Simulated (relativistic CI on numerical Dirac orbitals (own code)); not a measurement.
## Pd+: resonant inelastic scattering at the L2,3 edge

Computed with this model: Dirac-Coulomb-Breit CI, KLI orbitals optimised for each configuration, model QED, valence Slater integrals scaled by 0.7, Kramers-Heisenberg scattering through one core-hole configuration in a parametric crystal field; configurations [Kr] 4d9 → [He] 2s2 2p5 3s2 3p6 3d10 4s2 4p6 4d10; 300 K; core-hole width 2.4 eV; summed over polarisations. Incident energies are the highest absorption maxima for each field (at most a few, so the weaker spin-orbit partner edge can be absent), on the computed scale of the free ion. Intensities are in per cent of the strongest line above 0.02 eV; levels within 1 cm⁻¹ are merged; final levels count from the ground level, the first row holds all elastic scattering, lines under 0.4 are left out and each table stops after 24 rows. The scale of the Slater integrals is a model choice and moves the terms in proportion.

Field parameters in Wybourne normalisation: Oh B⁴₀ = 21Dq, B⁴₄ = √(5/14) B⁴₀; Td as Oh with Dq negative (B⁴₀ = 21Dq, B⁴₄ = √(5/14) B⁴₀). The field is a parameter set, without covalency.

S is read from ⟨S²⟩ = S(S + 1).

Oh, 10Dq = 14550 cm⁻¹:

```
Final level (eV)  Degeneracy  Irrep     S  3173.7 eV  3331 eV
           0.000           4     Γ8  0.50      150.0     28.5
           1.661           2     Γ7  0.50      100.0      0.0
           1.928           4     Γ8  0.50       83.4     66.4
```

Td, 10Dq = -8900 cm⁻¹:

```json
{"Final level (eV)": "0.000", "Degeneracy": "2", "Irrep": "Γ7", "S": "0.50", "3173.2 eV": "76.3"}
{"Final level (eV)": "0.208", "Degeneracy": "4", "Irrep": "Γ8", "S": "0.50", "3173.2 eV": "100.0"}
{"Final level (eV)": "1.306", "Degeneracy": "4", "Irrep": "Γ8", "S": "0.50", "3173.2 eV": "78.1"}
```

For the first field the strongest loss at the lowest incident energy is the level at 1.66 eV (S = 0.50, against 0.50 in the thermal ground state).
